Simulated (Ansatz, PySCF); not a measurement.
Pair of molecules: C2H4 (SMILES C=C) (first 6 atoms) with H4OSi (SMILES O[SiH3]); geometry from B3LYP-D3(BJ)/def2-TZVP, rigid monomers moved along the line of their centres of mass till C2···H9 is 4.25 Å.
(charge 0, multiplicity 1):
```xyz
12

C      0.63587     0.57710     0.24901
C     -0.04035    -0.56029     0.14688
H      0.16450     1.49099     0.59027
H      1.68604     0.64070    -0.00892
H      0.42937    -1.47331    -0.19834
H     -1.09181    -0.62224     0.40078
O      0.40961    -0.51348     5.32359
Si    -0.90511     0.22403     5.98886
H      0.48611    -0.47307     4.36178
H     -0.93631     1.67802     5.68449
H     -0.80392     0.02561     7.44870
H     -2.17729    -0.36203     5.49306
```

Interaction energies are E(AB) − E(A) − E(B) at the monomers' geometry in the complex; basis-set methods are counterpoise corrected.

Correlated levels freeze the cores.

The values were computed with Ansatz (Gaussian basis) for Hartree–Fock, density functionals and correlated methods; PySCF for the dispersion terms. Values without a source in brackets are computed.

PBE/def2-TZVPPD gives -23.8 meV for the interaction energy.

Problem. How do the other levels lie against it? Give each less PBE: PBE-D3(BJ)/def2-TZVPPD, r2SCAN/def2-TZVPPD, B3LYP/def2-TZVPPD, wB97M-V/def2-TZVPPD, MP2/aug-cc-pV(D+d)Z, CCSD(T)/aug-cc-pV(D+d)Z.

Solution. PBE-D3(BJ)/def2-TZVPPD -8.8; r2SCAN/def2-TZVPPD 0.4; B3LYP/def2-TZVPPD 5.5; wB97M-V/def2-TZVPPD -6.0; MP2/aug-cc-pV(D+d)Z -5.1; CCSD(T)/aug-cc-pV(D+d)Z -3.9 meV. 2 of 6 lie above PBE; the widest gap is to PBE-D3(BJ)/def2-TZVPPD.

Ansatz is an electronic-structure program.
